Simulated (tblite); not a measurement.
Species: C7H16SSi.
Numbering: `[CH3:1][CH2:2][C@@:3]1([SiH3:4])[CH2:5][CH2:6][CH2:7][S:8][CH2:9]1` (hydrogens: H10, H11, H12 on C1; H13, H14 on C2; H15, H16, H17 on Si4; H18, H19 on C5; H20, H21 on C6; H22, H23 on C7; H24, H25 on C9)

Computed with GFN2-xTB (tblite), gas phase: L-BFGS steps from a force-field or distance-geometry start until the largest atomic force falls under 0.01 eV/Å.

Step 14: E = -765.5681 eV
```
atom  x, y, z in Å  |  force x, y, z in eV/Å
C1     -1.7985   -0.9703   -1.3906   -0.043  -0.028  -0.002
C2     -0.7278    0.1092   -1.3342    0.003   0.001  -0.015
C3     -0.2889    0.5327    0.0743    0.028  -0.013   0.009
Si4    -1.6865    1.5168    0.9685    0.100  -0.077  -0.035
C5      0.1247   -0.6549    0.9538    0.023  -0.040   0.022
C6      1.3235   -1.4606    0.4456    0.030  -0.007  -0.014
C7      2.5907   -0.6248    0.3826   -0.015   0.004   0.011
S8      2.3862    0.7384   -0.8024   -0.005  -0.004  -0.054
C9      0.8956    1.4841   -0.0611    0.008   0.035   0.031
H10    -1.4401   -1.9156   -0.9927    0.038  -0.021   0.001
H11    -2.0953   -1.1349   -2.4240   -0.001  -0.009  -0.024
H12    -2.6820   -0.6765   -0.8298   -0.018   0.025   0.013
H13    -1.1076    0.9974   -1.8447    0.002   0.041  -0.051
H14     0.1462   -0.2265   -1.8982    0.020  -0.023   0.000
H15    -2.8258    0.6427    1.2390   -0.005   0.012   0.018
H16    -1.1505    2.0112    2.2387   -0.019   0.000   0.002
H17    -2.0705    2.6411    0.1193   -0.031   0.014  -0.013
H18     0.3727   -0.2736    1.9488    0.016   0.002   0.039
H19    -0.7231   -1.3298    1.0728   -0.036  -0.015   0.014
H20     1.1238   -1.8650   -0.5476   -0.055   0.000  -0.007
H21     1.4905   -2.3059    1.1212    0.004   0.025  -0.007
H22     2.8415   -0.1994    1.3571   -0.032   0.020  -0.013
H23     3.4395   -1.2051    0.0193   -0.043   0.001   0.022
H24     0.6574    2.3190   -0.7192   -0.011   0.028   0.018
H25     1.1934    1.8744    0.9127    0.042   0.029   0.032
```

Step 15: E = -765.5695 eV
```
atom  x, y, z in Å  |  force x, y, z in eV/Å
C1     -1.7979   -0.9702   -1.3905   -0.012  -0.007  -0.001
C2     -0.7265    0.1091   -1.3345    0.004   0.011  -0.014
C3     -0.2885    0.5312    0.0752    0.015   0.008   0.011
Si4    -1.6857    1.5151    0.9680    0.093  -0.072  -0.035
C5      0.1245   -0.6564    0.9559   -0.003  -0.006   0.015
C6      1.3225   -1.4601    0.4448   -0.001  -0.015  -0.006
C7      2.5885   -0.6242    0.3815   -0.015   0.016  -0.002
S8      2.3814    0.7377   -0.8043    0.039  -0.007  -0.096
C9      0.8948    1.4846   -0.0603    0.006   0.029   0.032
H10    -1.4376   -1.9149   -0.9921    0.022  -0.015  -0.002
H11    -2.0947   -1.1346   -2.4237   -0.008  -0.013  -0.022
H12    -2.6793   -0.6734   -0.8284   -0.028   0.011   0.010
H13    -1.1038    0.9982   -1.8474    0.003   0.017  -0.025
H14     0.1481   -0.2266   -1.8972    0.023  -0.032  -0.004
H15    -2.8243    0.6406    1.2395   -0.010   0.013   0.020
H16    -1.1480    2.0084    2.2374   -0.021   0.006   0.008
H17    -2.0687    2.6379    0.1163   -0.034   0.015  -0.008
H18     0.3722   -0.2745    1.9515    0.020  -0.004   0.015
H19    -0.7251   -1.3297    1.0764   -0.013  -0.011   0.004
H20     1.1198   -1.8646   -0.5477   -0.047   0.005  -0.016
H21     1.4890   -2.3051    1.1185    0.021  -0.013   0.023
H22     2.8374   -0.1939    1.3535   -0.027   0.012   0.013
H23     3.4380   -1.2052    0.0215   -0.040   0.009   0.013
H24     0.6548    2.3209   -0.7168   -0.007   0.013   0.025
H25     1.1983    1.8737    0.9121    0.020   0.030   0.042
```

Step 16: E = -765.5706 eV
```
atom  x, y, z in Å  |  force x, y, z in eV/Å
C1     -1.7978   -0.9703   -1.3904    0.018   0.014  -0.002
C2     -0.7254    0.1092   -1.3352    0.009   0.013  -0.010
C3     -0.2876    0.5300    0.0759    0.012   0.017   0.003
Si4    -1.6836    1.5126    0.9669    0.049  -0.038  -0.025
C5      0.1243   -0.6578    0.9579   -0.021   0.021   0.005
C6      1.3216   -1.4600    0.4440   -0.030  -0.017   0.004
C7      2.5863   -0.6233    0.3804   -0.019   0.025  -0.016
S8      2.3782    0.7371   -0.8076    0.051  -0.007  -0.097
C9      0.8944    1.4856   -0.0592    0.017   0.013   0.020
H10    -1.4352   -1.9146   -0.9917    0.003   0.000  -0.007
H11    -2.0943   -1.1346   -2.4239   -0.011  -0.014  -0.009
H12    -2.6778   -0.6708   -0.8271   -0.023  -0.007   0.000
H13    -1.1006    0.9993   -1.8501    0.008  -0.011   0.001
H14     0.1500   -0.2273   -1.8966    0.016  -0.033  -0.005
H15    -2.8232    0.6392    1.2403   -0.003   0.017   0.017
H16    -1.1464    2.0064    2.2366   -0.022   0.008   0.005
H17    -2.0679    2.6355    0.1139   -0.028  -0.002   0.007
H18     0.3722   -0.2753    1.9541    0.019  -0.011  -0.008
H19    -0.7270   -1.3299    1.0795    0.009  -0.002  -0.004
H20     1.1156   -1.8643   -0.5480   -0.034   0.009  -0.015
H21     1.4882   -2.3046    1.1168    0.034  -0.038   0.037
H22     2.8335   -0.1893    1.3509   -0.025   0.007   0.025
H23     3.4361   -1.2052    0.0236   -0.028   0.012   0.004
H24     0.6525    2.3228   -0.7143   -0.002   0.002   0.032
H25     1.2028    1.8737    0.9124    0.002   0.023   0.037
```

Step 17: E = -765.5714 eV
```
atom  x, y, z in Å  |  force x, y, z in eV/Å
C1     -1.7976   -0.9702   -1.3904    0.030   0.025  -0.002
C2     -0.7242    0.1094   -1.3359    0.014   0.005  -0.004
C3     -0.2864    0.5294    0.0763    0.017   0.016  -0.009
Si4    -1.6811    1.5101    0.9657   -0.003   0.004  -0.007
C5      0.1239   -0.6586    0.9595   -0.022   0.028  -0.005
C6      1.3204   -1.4603    0.4435   -0.039  -0.015   0.012
C7      2.5843   -0.6221    0.3794   -0.023   0.025  -0.023
S8      2.3767    0.7365   -0.8118    0.035  -0.005  -0.065
C9      0.8948    1.4867   -0.0579    0.033  -0.004   0.003
H10    -1.4333   -1.9143   -0.9916   -0.013   0.015  -0.011
H11    -2.0943   -1.1350   -2.4243   -0.010  -0.011   0.007
H12    -2.6770   -0.6689   -0.8262   -0.010  -0.021  -0.011
H13    -1.0982    0.9999   -1.8523    0.013  -0.028   0.018
H14     0.1516   -0.2286   -1.8962    0.006  -0.029  -0.003
H15    -2.8225    0.6385    1.2413    0.007   0.020   0.013
H16    -1.1457    2.0050    2.2362   -0.022   0.007  -0.002
H17    -2.0680    2.6337    0.1123   -0.019  -0.020   0.022
H18     0.3726   -0.2762    1.9560    0.016  -0.013  -0.023
H19    -0.7283   -1.3301    1.0818    0.020   0.006  -0.008
H20     1.1118   -1.8639   -0.5485   -0.023   0.011  -0.006
H21     1.4882   -2.3049    1.1161    0.037  -0.039   0.032
H22     2.8301   -0.1857    1.3493   -0.026   0.004   0.019
H23     3.4341   -1.2050    0.0253   -0.016   0.012  -0.002
H24     0.6507    2.3245   -0.7118    0.002  -0.003   0.035
H25     1.2063    1.8742    0.9134   -0.006   0.009   0.022
```

Problem. Estimate the geometry and energy of step 18. (The exact step hangs on the optimiser's Hessian estimate; all steps are aligned on step 17, rigid shifts and turns removed.)

Solution. E = -765.5721 eV, largest force 0.051 eV/Å
```
atom  x, y, z in Å  |  force x, y, z in eV/Å
C1     -1.7970   -0.9697   -1.3905    0.026   0.024  -0.002
C2     -0.7230    0.1096   -1.3365    0.019  -0.005   0.003
C3     -0.2851    0.5292    0.0764    0.021   0.011  -0.015
Si4    -1.6793    1.5082    0.9647   -0.038   0.033   0.009
C5      0.1233   -0.6588    0.9606   -0.010   0.019  -0.012
C6      1.3190   -1.4608    0.4434   -0.027  -0.009   0.013
C7      2.5823   -0.6207    0.3782   -0.023   0.015  -0.020
S8      2.3763    0.7361   -0.8162    0.007  -0.003  -0.020
C9      0.8958    1.4874   -0.0569    0.043  -0.015  -0.011
H10    -1.4320   -1.9139   -0.9917   -0.020   0.022  -0.011
H11    -2.0945   -1.1355   -2.4244   -0.006  -0.005   0.018
H12    -2.6766   -0.6680   -0.8258    0.004  -0.027  -0.019
H13    -1.0961    1.0000   -1.8537    0.016  -0.029   0.023
H14     0.1529   -0.2301   -1.8961    0.000  -0.022  -0.002
H15    -2.8218    0.6384    1.2423    0.013   0.019   0.010
H16    -1.1456    2.0042    2.2358   -0.020   0.006  -0.007
H17    -2.0685    2.6320    0.1115   -0.014  -0.028   0.027
H18     0.3733   -0.2771    1.9571    0.012  -0.008  -0.026
H19    -0.7290   -1.3302    1.0834    0.018   0.011  -0.010
H20     1.1083   -1.8634   -0.5489   -0.013   0.008   0.008
H21     1.4891   -2.3057    1.1161    0.031  -0.022   0.014
H22     2.8270   -0.1829    1.3484   -0.030   0.002   0.001
H23     3.4322   -1.2047    0.0266   -0.008   0.012  -0.005
H24     0.6494    2.3257   -0.7092    0.008  -0.002   0.031
H25     1.2089    1.8749    0.9146   -0.008  -0.007   0.004
```

The energy changes by -0.0007 eV. The first-order estimate −F·Δx gives -0.0009 eV and the mean of the old and new forces, exact on a quadratic surface, -0.0007 eV. The step makes an angle of 61° with the force vector and moves no atom by more than 0.004 Å.

What follows is the cost of the whole relaxation. The run took 0.98 s of wall time on Arm Neoverse V1, one thread, no GPU, shared host with 32 logical CPUs at a one-minute load of 26.
